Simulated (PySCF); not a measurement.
Compound: C8H9ClOS.
Structure used (GFN2-xTB), in Å, numbered top down from 1:
```xyz
20
C8H9ClOS angstrom
C     -1.698    0.615    0.831
C     -0.911    0.213   -0.422
C     -1.632   -0.902   -1.177
C      0.477   -0.183   -0.018
C      0.877   -1.494    0.303
C      2.188   -1.583    0.668
S      2.990   -0.078    0.641
C      1.531    0.711    0.126
C      1.505    2.122   -0.111
O      0.588    2.811   -0.441
Cl     3.108    2.874    0.146
H     -1.222    1.460    1.321
H     -1.749   -0.216    1.532
H     -2.710    0.901    0.554
H     -0.840    1.091   -1.070
H     -1.854   -1.740   -0.522
H     -2.573   -0.526   -1.571
H     -1.029   -1.256   -2.010
H      0.223   -2.346    0.265
H      2.726   -2.465    0.955
```

NICS = −σ at a ghost point: NICS(0) at the centroid of the ring atoms, NICS(1) 1 Å to either side along the normal of their mean plane, zz for the tensor component along that normal. Level: GIAO PBE0/pcSseg-1 (PySCF, non-relativistic, gas phase) on the GFN2-xTB geometry, one conformer.

Ring bond lengths (Å), with Mayer bond orders in brackets: C4–C5 1.408 (1.32), C5–C6 1.364 (1.52), C6–S7 1.705 (1.21), S7–C8 1.737 (1.14), C8–C4 1.389 (1.39).

Problem. Give the NICS values of each ring in ppm.

Solution. 
| ring | type | NICS(0) | NICS(1), two faces | NICS(1)zz, two faces | rms pucker (Å) | centre to ring atoms, mean (Å) |
| --- | --- | --- | --- | --- | --- | --- |
| C4–C5–C6–S7–C8 | 5-membered ring with S; formal bonds all aromatic | -11.4 | -10.7 / -10.7 | -22.6 / -23.0 | 0.00 | 1.29 |

Problem. What can be read from them?

Solution. 
- C4–C5–C6–S7–C8: mean NICS(1)zz -22.8 ppm, shielded. The ring is flat and has no four-coordinate atom; by the NICS criterion it is aromatic.

Problem. And the bond-length index? HOMA = 1 − mean of α(R − Ropt)² over the ring bonds, with Krygowski's 1993 parameters (CC: Ropt 1.388 Å, α 257.7 Å⁻²; CS: Ropt 1.677 Å, α 94.09 Å⁻²).

Solution. 
- C4–C5–C6–S7–C8: HOMA 0.86; the largest term is that of S7–C8, α(R − Ropt)² = 0.34. The geometric and the magnetic index point the same way.

Problem. List the ring angles and the Hirshfeld charges of the ring atoms.

Solution. 
- C4–C5–C6–S7–C8: C4 111.1° (+0.024 e), C5 113.2° (-0.065 e), C6 113.0° (-0.059 e), S7 90.6° (+0.121 e), C8 112.0° (-0.064 e); sum 540.0° against 540° for a flat convex ring.

Problem. How shielded are the nuclei of the rings and their hydrogens (means over atoms taken as equivalent)?

Solution. 
```json
{"atoms": "C4", "environment": "substituted aromatic carbon", "σ isotropic (ppm)": "16.7", "principal values of the symmetric part, first atom (ppm)": "-62.5, -27.6, 140.2"}
{"atoms": "C5", "environment": "aromatic CH carbon", "σ isotropic (ppm)": "54.7", "principal values of the symmetric part, first atom (ppm)": "-23.5, 41.4, 146.3"}
{"atoms": "C6", "environment": "aromatic CH next to a ring sulfur", "σ isotropic (ppm)": "38.4", "principal values of the symmetric part, first atom (ppm)": "-61.3, 28.0, 148.6"}
{"atoms": "S7", "environment": "thiophene-type sulfur", "σ isotropic (ppm)": "240.9", "principal values of the symmetric part, first atom (ppm)": "115.0, 248.1, 359.6"}
{"atoms": "C8", "environment": "substituted aromatic carbon", "σ isotropic (ppm)": "47.5", "principal values of the symmetric part, first atom (ppm)": "-10.9, 56.8, 96.6"}
{"atoms": "H19", "environment": "aromatic hydrogen", "σ isotropic (ppm)": "24.49", "principal values of the symmetric part, first atom (ppm)": "20.0, 24.3, 29.1"}
{"atoms": "H20", "environment": "aromatic hydrogen", "σ isotropic (ppm)": "24.13", "principal values of the symmetric part, first atom (ppm)": "21.6, 24.2, 26.6"}
```
